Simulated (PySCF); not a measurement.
C4H7B, SMILES C(=C/C=C)/B, GFN2-xTB optimised geometry.

```
12

B      1.97     0.56    -0.02
C      1.03    -0.66     0.00
C     -0.32    -0.66     0.00
C     -1.17     0.51     0.00
C     -2.50     0.43     0.03
H      1.59     1.64    -0.22
H      3.12     0.39     0.16
H      1.49    -1.64     0.02
H     -0.86    -1.60     0.01
H     -0.68     1.47    -0.03
H     -3.01    -0.52     0.07
H     -3.12     1.31     0.03
```

Density from PBE/def2-TZVP run with PySCF at that geometry.

Minimum of the electron density along straight lines between bonded atoms, close to the bond critical point (lines longer than 1.1 times the sum of covalent radii, or with two minima, are not listed):

| bond | length / Å | ρ at the minimum / e bohr⁻³ | ∇²ρ there / e bohr⁻⁵ | position (fraction from the first atom) |
|---|---|---|---|---|
| B1–C2 | 1.538 | 0.191 | [?] | 0.33 |
| C2–C3 | 1.351 | 0.338 | -1.01 | 0.48 |
| C3–C4 | 1.440 | 0.289 | [?] | 0.50 |
| C4–C5 | 1.332 | 0.350 | -1.06 | 0.50 |
| B1–H6 | 1.170 | 0.190 | -0.36 | 0.44 |
| B1–H7 | 1.171 | 0.191 | -0.37 | 0.44 |
| C2–H8 | 1.086 | 0.280 | -0.95 | 0.64 |
| C3–H9 | 1.087 | 0.284 | -0.99 | 0.65 |
| C4–H10 | 1.079 | 0.287 | -1.02 | 0.65 |
| C5–H11 | 1.079 | 0.285 | -1.00 | 0.65 |
| C5–H12 | 1.077 | 0.287 | -1.01 | 0.65 |

What belongs in the gaps?


- B1–C2, ∇²ρ there / e bohr⁻⁵: -0.18
- C3–C4, ∇²ρ there / e bohr⁻⁵: -0.80
